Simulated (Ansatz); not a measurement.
Relaxation of Cl4H2Si (7 atoms, charge 0, multiplicity 1), to a largest force component of 0.03 eV/Å in at most 50 steps.

These are results of RKS PBE-D4/def2-SVP in Ansatz 0.2.0, not measurements.

```xyz
7
Properties=species:S:1:pos:R:3
Si -0.595 0.000 -0.465
H 0.097 0.000 2.130
Cl 1.361 0.000 0.173
Cl -0.849 1.686 -1.609
Cl -0.849 -1.686 -1.609
Cl -2.142 0.000 0.956
H -0.282 0.000 2.743
```

Question: Where does it end, and by what steps?

Answer: It converged. The force dipped under the threshold on the way, but the program's further checks kept it going. After 15 steps the energy has fallen by 0.488 eV; H7 moved furthest, 1.07 Å.

| step | energy less start (eV) | largest force component (eV/Å) | accepted |
| --- | --- | --- | --- |
| 0 | 0.0000 | 1.751 | yes |
| 1 | -0.2607 | 0.334 | yes |
| 2 | -0.3862 | 0.206 | yes |
| 3 | -0.4482 | 0.258 | yes |
| 4 | -0.4762 | 0.067 | yes |
| 5 | -0.4818 | 0.112 | yes |
| 6 | -0.4837 | 0.299 | yes |
| 7 | -0.4846 | 0.315 | yes |
| 8 | -0.4828 | 0.546 | no |
| 9 | -0.4869 | 0.025 | yes |
| 10 | -0.4862 | 0.309 | no |
| 11 | -0.4874 | 0.033 | yes |
| 12 | -0.4878 | 0.036 | yes |
| 13 | -0.4879 | 0.051 | yes |
| 14 | -0.4878 | 0.101 | no |
| 15 | -0.4880 | 0.013 | yes |

```xyz
7
Properties=species:S:1:pos:R:3
Si -0.698 0.000 -0.872
H 0.071 0.000 2.953
Cl 1.161 0.000 0.000
Cl -0.908 1.675 -2.036
Cl -0.908 -1.675 -2.036
Cl -2.135 0.000 0.593
H 0.159 0.000 3.717
```

Whether the end is a true minimum wasn't checked by a vibrational analysis.

Run time: 23 s on 2 threads of Intel(R) Xeon(R) Platinum 8488C (Sapphire Rapids), on a shared host, peak memory 0.17 GiB.
